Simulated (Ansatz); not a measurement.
Basis sets compared for [IBr2]- (IBr₂⁻). The state is a singlet with charge -1. Geometry PBE0-D4/def2-TZVPD. Ansatz on 4 threads of Arm Neoverse V1 on a shared host; times are rough, and most runs start from earlier orbitals.

```
atom   x (Å)   y (Å)   z (Å)
  I1   0.000   0.000   0.000
 Br2  -1.835   1.939  -0.520
 Br3   1.835  -1.939   0.520
```

In the def2 sets I takes a core potential; there is no spin–orbit coupling.

| level | functions | energy (Eh) | HOMO (eV) | LUMO (eV) | wall time |
| --- | --- | --- | --- | --- | --- |
| PBE-D4/def2-SVPD | 117 | -5444.7702 | -1.63 | 0.83 | 1.1 s |
| PBE0-D4/def2-SVPD | 117 | -5444.9658 | -2.82 | 1.45 | 2 s |

Estimate the rows for PBE-D4/def2-TZVPD (with forces), PBE0-D4/def2-TZVPD.


| level | functions | energy (Eh) | HOMO (eV) | LUMO (eV) | wall time |
| --- | --- | --- | --- | --- | --- |
| PBE-D4/def2-TZVPD (with forces) | 173 | -5445.3968 | -1.61 | 0.94 | 2.2 s |
| PBE0-D4/def2-TZVPD | 173 | -5445.5925 | -2.79 | 1.57 | 3.6 s |
